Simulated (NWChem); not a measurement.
System: C2H3NO2Si; SMILES O=C=N[SiH2]C=O

Here is an NWChem input.

```
start job
memory heap 200 mb stack 900 mb global 1100 mb
geometry units angstroms noautoz
  O      0.604733     3.285850     0.000000
  C      0.212756     2.187143     0.000000
  N     -0.184494     1.056771     0.000000
  Si    -0.786175    -0.554500     0.000000
  C      0.688004    -1.798753     0.000000
  O      0.454955    -2.981157     0.000000
  H     -1.600839    -0.791470     1.222975
  H     -1.600839    -0.791470    -1.222975
  H      1.749475    -1.421663     0.000000
end
basis spherical
  O library def2-svp
  C library def2-svp
  N library def2-svp
  Si library def2-svp
  H library def2-svp
end
dft
  xc xpbe96 cpbe96
  grid xfine
  iterations 150
  mulliken
end
task dft gradient
```

NWChem printed, in part:

```
             Northwest Computational Chemistry Package (NWChem) 7.3.0
             --------------------------------------------------------

 CS  symmetry detected

                             Geometry "geometry" -> ""
                             -------------------------

 Output coordinates in angstroms (scale by  1.889725989 to convert to a.u.)

  No.       Tag          Charge          X              Y              Z
 ---- ---------------- ---------- -------------- -------------- --------------
    1 O                    8.0000     0.51802318     3.27340604     0.00000000
    2 C                    6.0000     0.15448617     2.16496394     0.00000000
    3 N                    7.0000    -0.21350620     1.02473149     0.00000000
    4 Si                  14.0000    -0.77347060    -0.60150777     0.00000000
    5 C                    6.0000     0.73227901    -1.80736321     0.00000000
    6 O                    8.0000     0.52977381    -2.99537950     0.00000000
    7 H                    1.0000    -1.58175823    -0.85939014     1.22297500
    8 H                    1.0000    -1.58175823    -0.85939014    -1.22297500
    9 H                    1.0000     1.78368130    -1.40304801     0.00000000

 Effective nuclear repulsion energy (a.u.)     245.5502264836

      Symmetry information
      --------------------

 Group name             Cs
 Group number              2
 Group order               2
 No. of unique centers     8

  pbe96 is a nonlocal functional; adding pw91lda local functional.

                                 NWChem DFT Module
                                 -----------------

 Summary of "ao basis" -> "ao basis" (spherical)
 ------------------------------------------------------------------------------
       Tag                 Description            Shells   Functions and Types
 ---------------- ------------------------------  ------  ---------------------
 O                          def2-svp                 6       14   3s2p1d
 C                          def2-svp                 6       14   3s2p1d
 N                          def2-svp                 6       14   3s2p1d
 Si                         def2-svp                 8       18   4s3p1d
 H                          def2-svp                 3        5   2s1p

      Symmetry analysis of basis
      --------------------------

        a'         72
        a"         31

            General Information
            -------------------
          SCF calculation type: DFT
          Wavefunction type:  closed shell.
          No. of atoms     :     9
          No. of electrons :    52
           Alpha electrons :    26
            Beta electrons :    26
          Charge           :     0
          Spin multiplicity:     1
          Use of symmetry is: on ; symmetry adaption is: on
          Maximum number of iterations: 150
          AO basis - number of functions:   103
                     number of shells:    47
          Convergence on energy requested:  1.00D-06
          Convergence on density requested:  1.00D-05
          Convergence on gradient requested:  5.00D-04

              XC Information
              --------------
          PerdewBurkeErnzerhof Exchange Functional  1.000
            Perdew 1991 LDA Correlation Functional  1.000 local
           PerdewBurkeErnz. Correlation Functional  1.000 non-local

             Grid Information
             ----------------
          Grid used for XC integration:  xfine
          Radial quadrature: Mura-Knowles
          Angular quadrature: Lebedev.
          Tag              B.-S. Rad. Rad. Pts. Rad. Cut. Ang. Pts.
          ---              ---------- --------- --------- ---------
          O                   0.60      100          13.0      1454
          C                   0.70      100          11.0      1454
          N                   0.65      100          10.0      1454
          Si                  1.10      125          10.0      1454
          H                   0.35      100          11.0      1202
          Grid pruning is: on
          Number of quadrature shells:   825
          Spatial weights used:  Erf1

      Superposition of Atomic Density Guess
      -------------------------------------

 Sum of atomic energies:        -569.11249176

      Non-variational initial energy
      ------------------------------

 Total energy =    -571.641150
 1-e energy   =   -1270.518295
 2-e energy   =     453.326918
 HOMO         =      -0.269437
 LUMO         =      -0.057412

      Symmetry analysis of molecular orbitals - initial
      -------------------------------------------------

  Numbering of irreducible representations:

     1 a'          2 a"

  Orbital symmetries:

     1 a'          2 a'          3 a'          4 a'          5 a'
     6 a'          7 a'          8 a'          9 a"         10 a'
    11 a'         12 a'         13 a'         14 a'         15 a'
    16 a'         17 a'         18 a'         19 a"         20 a'
    21 a"         22 a'         23 a"         24 a'         25 a"
    26 a'         27 a"         28 a'         29 a'         30 a"
    31 a'         32 a'         33 a'         34 a'         35 a"
    36 a'

     ---------------------------------------------
      Total Density - Mulliken Population Analysis
     ---------------------------------------------

    Atom       Charge   Shell Charges
 -----------   ------   -------------------------------------------------------
    1 O    8     8.56   1.99  1.13  0.64  2.99  1.80  0.02
    2 C    6     5.22   1.99  0.89  0.17  1.52  0.54  0.11
    3 N    7     7.60   1.99  1.04  0.44  2.56  1.56  0.02
    4 Si  14    13.26   2.00  1.99  0.99  0.22  5.94  1.08  0.86  0.19
    5 C    6     5.59   1.99  0.96  0.35  1.55  0.67  0.07
    6 O    8     8.68   1.99  1.13  0.69  3.04  1.82  0.01
    7 H    1     1.07   0.69  0.37  0.01
    8 H    1     1.07   0.69  0.37  0.01
    9 H    1     0.96   0.69  0.25  0.02

   convergence    iter        energy       DeltaE   RMS-Dens  Diis-err
 ---------------- ----- ----------------- --------- --------- ---------
 d= 0,ls=0.0,diis     1   -571.7609323020 -8.17D+02  2.66D-02  1.62D+00
 d= 0,ls=0.0,diis     2   -570.5707918813  1.19D+00  2.09D-02  1.31D+01
 d= 0,ls=0.0,diis     3   -571.9035258054 -1.33D+00  5.87D-03  5.46D-01
 d= 0,ls=0.0,diis     4   -571.9334356035 -2.99D-02  3.22D-03  2.46D-01
 d= 0,ls=0.0,diis     5   -571.9567039801 -2.33D-02  1.34D-03  4.85D-02
  Resetting Diis
 d= 0,ls=0.0,diis     6   -571.9612851076 -4.58D-03  3.58D-04  4.21D-03
 d= 0,ls=0.0,diis     7   -571.9616982024 -4.13D-04  1.90D-04  9.30D-05
 d= 0,ls=0.0,diis     8   -571.9616832321  1.50D-05  1.07D-04  2.15D-04
 d= 0,ls=0.0,diis     9   -571.9617092272 -2.60D-05  2.63D-05  2.25D-05
 d= 0,ls=0.0,diis    10   -571.9617115157 -2.29D-06  6.10D-06  5.07D-07
 d= 0,ls=0.0,diis    11   -571.9617115659 -5.02D-08  2.21D-06  1.14D-07

         Total DFT energy =     -571.961711565883
      One electron energy =    -1273.446233650898
           Coulomb energy =      512.370314809332
    Exchange-Corr. energy =      -56.436019207871
 Nuclear repulsion energy =      245.550226483553

 Numeric. integr. density =       52.000000060152

                  Occupations of the irreducible representations
                  ----------------------------------------------

                     irrep           alpha         beta
                     --------     --------     --------
                     a'               21.0         21.0
                     a"                5.0          5.0

                       DFT Final Molecular Orbital Analysis
                       ------------------------------------

 Vector   24  Occ=2.000000D+00  E=-2.818286D-01  Symmetry=a'
              MO Center=  7.4D-02,  1.5D+00, -3.2D-15, r^2= 3.6D+00
   Bfn.  Coefficient  Atom+Function         Bfn.  Coefficient  Atom+Function
  ----- ------------  ---------------      ----- ------------  ---------------
    32      0.423743  3 N  px                 4      0.386984  1 O  px
    35     -0.326029  3 N  px                 7      0.271492  1 O  px
    78     -0.153669  6 O  px                 5     -0.131003  1 O  py
    33     -0.120060  3 N  py                81     -0.105107  6 O  px
    36      0.104079  3 N  py                63      0.100624  5 C  s

 Vector   25  Occ=2.000000D+00  E=-2.703581D-01  Symmetry=a"
              MO Center= -2.1D-01,  1.4D+00,  6.6D-15, r^2= 3.7D+00
   Bfn.  Coefficient  Atom+Function         Bfn.  Coefficient  Atom+Function
  ----- ------------  ---------------      ----- ------------  ---------------
    34      0.429401  3 N  pz                 6      0.387274  1 O  pz
    37     -0.333491  3 N  pz                 9      0.277872  1 O  pz
    89      0.166956  7 H  s                 94     -0.166956  8 H  s
    90      0.144024  7 H  s                 95     -0.144024  8 H  s
    52      0.092991  4 Si pz                20     -0.085511  2 C  pz

 Vector   26  Occ=2.000000D+00  E=-2.107008D-01  Symmetry=a'
              MO Center=  5.1D-01, -2.0D+00, -6.3D-17, r^2= 3.0D+00
   Bfn.  Coefficient  Atom+Function         Bfn.  Coefficient  Atom+Function
  ----- ------------  ---------------      ----- ------------  ---------------
    78      0.511278  6 O  px                81      0.380743  6 O  px
    99     -0.259484  9 H  s                100     -0.248191  9 H  s
    45      0.246573  4 Si s                 63      0.202706  5 C  s
    50      0.185357  4 Si px                64     -0.182509  5 C  px
    53      0.170222  4 Si px                79     -0.113740  6 O  py

 Vector   27  Occ=0.000000D+00  E=-1.077328D-01  Symmetry=a"
              MO Center=  4.5D-01, -1.9D+00, -1.6D-15, r^2= 2.3D+00
   Bfn.  Coefficient  Atom+Function         Bfn.  Coefficient  Atom+Function
  ----- ------------  ---------------      ----- ------------  ---------------
    66      0.472066  5 C  pz                69      0.441583  5 C  pz
    80     -0.431035  6 O  pz                83     -0.409837  6 O  pz
    55      0.296234  4 Si pz                90     -0.271437  7 H  s
    95      0.271437  8 H  s                 59     -0.110211  4 Si d  1
    89     -0.096888  7 H  s                 94      0.096888  8 H  s

 Vector   28  Occ=0.000000D+00  E=-2.014488D-02  Symmetry=a'
              MO Center= -4.0D-01,  6.8D-01,  4.2D-16, r^2= 4.9D+00
   Bfn.  Coefficient  Atom+Function         Bfn.  Coefficient  Atom+Function
  ----- ------------  ---------------      ----- ------------  ---------------
    63      0.783449  5 C  s                 54      0.694605  4 Si py
    53     -0.649233  4 Si px                18      0.407391  2 C  px
    21      0.359619  2 C  px                31     -0.267714  3 N  s
     4     -0.258201  1 O  px                 7     -0.253383  1 O  px
    68      0.249057  5 C  py               100     -0.244748  9 H  s

 Vector   29  Occ=0.000000D+00  E=-5.637623D-03  Symmetry=a'
              MO Center= -6.3D-01, -3.3D-01,  8.2D-14, r^2= 4.5D+00
   Bfn.  Coefficient  Atom+Function         Bfn.  Coefficient  Atom+Function
  ----- ------------  ---------------      ----- ------------  ---------------
    54     -0.967999  4 Si py                31      0.887183  3 N  s
    53     -0.593440  4 Si px                17     -0.455526  2 C  s
    90     -0.410688  7 H  s                 95     -0.410688  8 H  s
    51     -0.230284  4 Si py                 3      0.189092  1 O  s
    18      0.189310  2 C  px                30      0.185864  3 N  s

     ---------------------------------------------
      Total Density - Mulliken Population Analysis
     ---------------------------------------------

    Atom       Charge   Shell Charges
 -----------   ------   -------------------------------------------------------
    1 O    8     8.09   1.99  1.13  0.58  2.83  1.55  0.02
    2 C    6     5.97   1.98  0.94  0.13  2.06  0.74  0.12
    3 N    7     7.17   1.99  0.99  0.39  2.50  1.30  0.02
    4 Si  14    13.53   2.00  1.98  1.09  0.14  5.92  1.33  0.82  0.26
    5 C    6     6.02   1.99  0.97  0.32  1.98  0.70  0.07
    6 O    8     8.16   1.99  1.11  0.69  2.81  1.55  0.02
    7 H    1     1.04   0.73  0.30  0.01
    8 H    1     1.04   0.73  0.30  0.01
    9 H    1     0.97   0.74  0.21  0.02

     -------------------------------------------
      Total Density - Lowdin Population Analysis
     -------------------------------------------

    Atom       Charge   Shell Charges
 -----------   ------   -------------------------------------------------------
    1 O    8     8.05   1.97  0.92  0.63  2.67  1.81  0.04
    2 C    6     5.92   1.96  0.60  0.26  1.82  1.00  0.27
    3 N    7     7.22   1.97  0.74  0.44  2.31  1.73  0.03
    4 Si  14    13.53   2.00  1.93  0.66  0.32  5.81  1.32  1.08  0.41
    5 C    6     6.04   1.97  0.66  0.38  1.78  1.09  0.17
    6 O    8     8.09   1.97  0.94  0.65  2.67  1.83  0.03
    7 H    1     1.07   0.64  0.41  0.02
    8 H    1     1.07   0.64  0.41  0.02
    9 H    1     1.01   0.65  0.30  0.07

     Multipole analysis of the density
     ---------------------------------

     L   x y z        total         alpha         beta         nuclear
     -   - - -        -----         -----         ----         -------
     0   0 0 0     -0.000000    -26.000000    -26.000000     52.000000

     1   1 0 0     -0.147922     -0.073961     -0.073961      0.000000
     1   0 1 0      0.022992      0.011496      0.011496     -0.000000
     1   0 0 1      0.000000      0.000000      0.000000      0.000000

     2   2 0 0    -29.344255    -58.654755    -58.654755     87.965256
     2   1 1 0     -0.607254     -0.543725     -0.543725      0.480195
     2   1 0 1      0.000000      0.000000      0.000000      0.000000
     2   0 2 0    -41.189274   -415.345797   -415.345797    789.502321
     2   0 1 1      0.000000      0.000000      0.000000      0.000000
     2   0 0 2    -29.508085    -20.095168    -20.095168     10.682252

            General Information
            -------------------
          SCF calculation type: DFT
          Wavefunction type:  closed shell.
          No. of atoms     :     9
          No. of electrons :    52
           Alpha electrons :    26
            Beta electrons :    26
          Charge           :     0
          Spin multiplicity:     1
          Use of symmetry is: on ; symmetry adaption is: on
          Maximum number of iterations: 150
          AO basis - number of functions:   103
                     number of shells:    47
          Convergence on energy requested:  1.00D-06
          Convergence on density requested:  1.00D-05
          Convergence on gradient requested:  5.00D-04

              XC Information
              --------------
          PerdewBurkeErnzerhof Exchange Functional  1.000
            Perdew 1991 LDA Correlation Functional  1.000 local
           PerdewBurkeErnz. Correlation Functional  1.000 non-local

[...]

                         DFT ENERGY GRADIENTS

    atom               coordinates                        gradient
                 x          y          z           x          y          z
   1 O       0.978922   6.185840   0.000000   -0.009579  -0.028792   0.000000
   2 C       0.291937   4.091189   0.000000    0.001727   0.004633   0.000000
   3 N      -0.403468   1.936462   0.000000    0.006807   0.018607   0.000000
   4 Si     -1.461647  -1.136685   0.000000   -0.000797  -0.000926   0.000000
   5 C       1.383807  -3.415421   0.000000   -0.000626  -0.014159   0.000000
   6 O       1.001127  -5.660446   0.000000    0.004043   0.022242   0.000000
   7 H      -2.989090  -1.624012   2.311088    0.002499   0.001085  -0.003301
   8 H      -2.989090  -1.624012  -2.311088    0.002499   0.001085   0.003301
   9 H       3.370669  -2.651376   0.000000   -0.006574  -0.003776   0.000000
```

Level: PBE/def2-SVP. All runs use the structure optimised with PBE0/def2-SVP.
